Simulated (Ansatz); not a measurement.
# Scan of the B1–Al2–C3 angle

C₂H₄AlB (SMILES [BH2][AlH][C]#C), singlet, at its PBE0-D4/def2-TZVP minimum:

```
8
angstrom
B -0.9791 1.6103 -0.6589
Al 0.7322 0.3980 -0.3799
C 0.5237 -1.2516 0.5653
C 0.3469 -2.2874 1.1684
H -1.6975 1.5081 -1.6142
H -1.3100 2.4553 0.1258
H 2.1843 0.7685 -0.9053
H 0.1994 -3.2012 1.6988
```

The angle B1–Al2–C3 (118.1° at the minimum) is set to the values below, B1, with anything bonded beyond it, turning rigidly in the plane of the angle. Each method's energies count from its own value at the PBE0-D4 minimum structure. Program: Ansatz 0.2.0. Basis: def2-TZVPP. Cores are frozen in the correlated methods. B3LYP uses VWN-RPA correlation.

| angle (°) | CCSD(T) (eV) | PBE0-D4 (eV) | HF (eV) | MP2 (eV) | r2SCAN-D4 (eV) |
| --- | --- | --- | --- | --- | --- |
| 94.1 | 0.218 | 0.180 | 0.281 | 0.211 | 0.168 |
| 100.1 | 0.129 | 0.106 | 0.164 | 0.125 | 0.099 |
| 106.1 | 0.061 | 0.048 | 0.077 | 0.058 | 0.046 |
| 112.1 | 0.017 | 0.012 | 0.022 | 0.016 | 0.012 |
| 118.1 | 0.000 | 0.000 | 0.000 | 0.000 | 0.000 |
| 124.1 | 0.010 | 0.012 | 0.010 | 0.011 | 0.012 |
| 130.1 | 0.048 | 0.049 | 0.053 | 0.050 | 0.047 |
| 136.1 | 0.112 | 0.109 | 0.128 | 0.115 | 0.104 |
| 142.1 | 0.200 | 0.192 | 0.234 | 0.206 | 0.182 |

Minimum and curvature along this coordinate at CCSD(T): A fifth-order fit through the nearest points gives 118.9°, with a curvature of about 0.76 meV/deg².

Largest difference from the CCSD(T) curve over the scan: PBE-D4 0.070; B3LYP-D4 0.028; wB97M-V 0.020 eV. Each curve counts from its own value at the minimum.

T1 diagnostic: at most 0.013.

For scale, one of the runs: CCSD(T)/def2-TZVPP, 191 basis functions (an equivalent command: `ansatz run in.yaml --threads 2`). The run took 24 s on 2 CPU threads (shared host), with 2 GiB of host memory at its peak.
